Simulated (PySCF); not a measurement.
H₂Sb, SMILES [SbH2+] (connectivity only; charge and spin as stated), charge +1, multiplicity 1.

The structure is a stationary point at B3LYP-D3(BJ)/def2-TZVPD. The def2 effective core potentials stand for the cores of Sb; spin–orbit coupling is left out.

Method: HF/def2-TZVPD run with PySCF.

Symmetry labels are those of the subgroup C2v that the program uses (full group C2v).

Computed valence orbital energies around the gap with their symmetry:
```tsv
orbital	symmetry	energy (eV)
HOMO−7	A1	-52.70
HOMO−6	A2	-52.55
HOMO−5	B1	-52.44
HOMO−4	B2	-52.15
HOMO−3	A1	-52.02
HOMO−2	A1	-26.82
HOMO−1	B2	-19.38
HOMO	A1	-17.42
LUMO	B1	-7.66
LUMO+1	B2	-3.46
LUMO+2	A1	-2.86
LUMO+3	A1	-1.85
```
